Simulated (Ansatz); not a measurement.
Energy needed to pull apart Si₂H₄O₂ (SMILES O[Si]O[SiH3]), singlet, into free ground-state atoms, from the structure below (displaced at random from its PBE0-D4/def2-TZVP minimum); no zero-point or spin–orbit terms; open-shell atoms are treated unrestricted, in their ground-state multiplicity.

```
8
angstrom
O -0.5622 2.0282 -2.0031
Si 0.4292 1.6881 -0.6643
O 0.0055 0.0704 -0.1843
Si 0.3203 -1.1463 0.9353
H -1.2292 1.1519 -2.1607
H -0.9986 -1.2077 1.5968
H 1.3285 -0.5038 1.8952
H 0.7827 -2.3324 0.1782
```

Computed with Ansatz 0.2.0 (basis: def2-TZVPP); correlated methods freeze the cores.

| method | atomization energy (eV) |
| --- | --- |
| PBE-D4 | 29.56 |
| r2SCAN-D4 | 29.26 |
| PBE0-D4 | 28.72 |
| wB97M-V | ? |
| HF | 20.53 |
| MP2 | 29.19 |
| CCSD | ? |
| CCSD(T) | 28.57 |

**Question.** What does wB97M-V give? (Judge from chemistry; the value comes from the calculation.)

**Answer.** By the calculation: 29.54 eV, which is about 0.97 eV more than CCSD(T)/def2-TZVPP.

**Question.** What does CCSD give? (Judge from chemistry; the value comes from the calculation.)

**Answer.** Computed: 28.07 eV, which is about 0.50 eV less than CCSD(T)/def2-TZVPP.

In triple zeta the MP2 and coupled-cluster atomization energies are still short of their basis limit by a few kcal/mol a bond, whereas those of the functionals are nearly converged, so these differences are not deviations from converged CCSD(T).

T1 diagnostic: at most 0.016.

For scale, one of the runs: CCSD(T)/def2-TZVPP forces, 202 basis functions (an equivalent command: `ansatz run in.yaml --threads 4`). Time: 4.2 min of wall clock on 4 CPU threads; the host was shared. Peak host memory: 4.7 GiB.
